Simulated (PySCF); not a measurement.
Ge(F)(OMe) (CH3FGeO), SMILES C[O][Ge][F] (connectivity only; charge and spin as stated), neutral, multiplicity 1. Heavy atoms are numbered as in [Ge:1]([F:2])[O:3][CH3:4]. Hydrogens are named by the atom that carries them.

Geometry: PBE0-D3(BJ)/def2-SVP. The values are those of a single conformer.

These are ωB97X/def2-TZVPD (PySCF) values and carry that method's errors.

Mulliken values depend strongly on the basis, most of all with diffuse functions as here. ESP charges are fitted to the potential on shells at 1.4 to 2.0 van der Waals radii. Atomic charges (e), one atom of each kind:

```tsv
atom	ESP fit	Mulliken
Ge1	?	0.44
F2	-0.26	-0.38
O3	?	-0.25
C4 (CH3)	0.07	-0.55
H on C4	?	0.26
```

Task: What belongs in the gaps? (Estimate from the structure and the level; the computed values follow.)

Result: 
- Ge1, ESP fit: 0.38
- O3, ESP fit: -0.33
- H on C4, ESP fit: 0.05
